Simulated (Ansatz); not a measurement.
Job for Ansatz (a quantum-chemistry and plane-wave program): R-CCSD(T)/cc-pV(T+d)Z on H5NSi2 (SMILES N[Si][SiH3]), a point of a torsion scan. Files ending in .json are basis or fitting sets from the Basis Set Exchange.

Ansatz 0.2 input:
```yaml
crystal:
  periodic: [false, false, false]
  atoms:
    - {symbol: N, position_ang: [1.89460690, 0.02324667, 0.29886082]}
    - {symbol: Si, position_ang: [0.20199200, -0.30869079, 0.31428735]}
    - {symbol: Si, position_ang: [-0.09096153, -2.41145160, 1.16722697]}
    - {symbol: H, position_ang: [2.24847138, 0.96030492, 0.39559209]}
    - {symbol: H, position_ang: [2.61978668, -0.64383916, 0.52562364]}
    - {symbol: H, position_ang: [-1.04307490, -3.09428734, 0.27027766]}
    - {symbol: H, position_ang: [0.85128083, -3.48284091, 1.54410625]}
    - {symbol: H, position_ang: [-0.85037634, -2.17530763, 2.41298530]}
basis:
  gaussian:
    orbitals: cc-pV_T+d_Z.json
magnetization: {spin_polarized: false}
correlation: {method: ccsd_t, electrons: outside_noble_gas}
scf: {lower_state_search: off}
```

It printed:

```
WARN ansatz: RAYON_NUM_THREADS=1 ignored (pool sized by the plan → 1); use --threads N
Functional definition: HF
these checks for a lower state are left out or cut short: stability, starts, cluster_reference, orbital_swaps, neighbouring_geometries, increment
integrals: 0.57 GiB planned
1037 factors; integrals over basis functions are off by at most 1.4e-3 eV
mean field: 0.47 GiB planned
mean field evaluation 1: about -17282.9533 eV, gradient 3.3e1 eV
mean field evaluation 2: about -17283.0964 eV, gradient 3.3e1 eV
mean field evaluation 4: about -17285.8499 eV, gradient 3.4e0 eV
mean field evaluation 8: about -17285.9260 eV, gradient 1.8e-1 eV
mean field evaluation 16: about -17285.9264 eV, gradient 2.4e-6 eV
mean field -17285.92640028 eV, -635.2460783886 hartree, gradient 2.4e-6 eV, S^2 0.000000; 0 other end points of the search recorded, 0 dependent functions left out
11 core orbitals not correlated
reference -17285.92640028 eV, -635.2460783886 hartree; 9, 9 occupied and 158, 158 virtual orbitals, 1037 factors
second order -12.20820597 eV of doubles, -0.00000000 eV of singles
coupled cluster: 1.60 GiB planned
cycle   1  -12.94502297 eV  change   -7.4e-1 eV  update   9.5e-2
cycle   2  -13.37057273 eV  change   -4.3e-1 eV  update   3.3e-2
cycle   3  -13.45502823 eV  change   -8.4e-2 eV  update   1.8e-2
cycle   4  -13.44434283 eV  change    1.1e-2 eV  update   5.5e-3
cycle   5  -13.44394589 eV  change    4.0e-4 eV  update   2.5e-3
cycle   6  -13.44366001 eV  change    2.9e-4 eV  update   8.4e-4
cycle   7  -13.44343660 eV  change    2.2e-4 eV  update   3.3e-4
cycle   8  -13.44360142 eV  change   -1.6e-4 eV  update   1.5e-4
cycle   9  -13.44361927 eV  change   -1.8e-5 eV  update   6.5e-5
cycle  10  -13.44358123 eV  change    3.8e-5 eV  update   3.4e-5
cycle  11  -13.44360165 eV  change   -2.0e-5 eV  update   1.8e-5
cycle  12  -13.44360280 eV  change   -1.2e-6 eV  update   8.8e-6
perturbative correction -0.54238888 eV, -0.0199324237 hartree
Total energy: -17299.91239197 eV, -635.7600541030 hartree
Checks for a lower state left out: stability, starts, cluster_reference, orbital_swaps, neighbouring_geometries, increment
```

Self-consistency was reached.

Cost: about 25 core-seconds (a rough figure).
